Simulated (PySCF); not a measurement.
Sn(Cl)3(nPr), SMILES CC[CH2][Sn]([Cl])([Cl])[Cl] (C₃H₇Cl₃Sn) (PBE0/def2-SVP optimised geometry):

```
14

C      2.339     0.032    -1.289
C      0.816     0.043    -1.276
C      0.246    -0.564     0.000
Sn    -1.896    -0.564     0.000
Cl    -2.836    -1.666     1.835
Cl    -2.752     1.615     0.000
Cl    -2.726    -1.603    -1.927
H      2.752     0.607    -0.446
H      2.728     0.475    -2.218
H      2.732    -0.995    -1.218
H      0.433    -0.508    -2.152
H      0.453     1.079    -1.387
H      0.545    -1.615     0.138
H      0.546    -0.006     0.902
```

Level of theory: PySCF with PBE0/def2-TZVP, def2 effective core potentials past Kr.

Q: What are the frontier orbital energies and the dipole moment?

A: HOMO-2 -9.21 eV, HOMO-1 -9.09 eV, HOMO -8.71 eV, LUMO -2.19 eV, LUMO+1 -0.09 eV; dipole moment 4.12 D.

On the same geometry PBE/def2-TZVP, def2 effective core potentials past Kr (PySCF) gives HOMO-2 -7.77 eV, HOMO-1 -7.64 eV, HOMO -7.48 eV, LUMO -3.08 eV, LUMO+1 -0.91 eV; dipole moment 4.07 D.
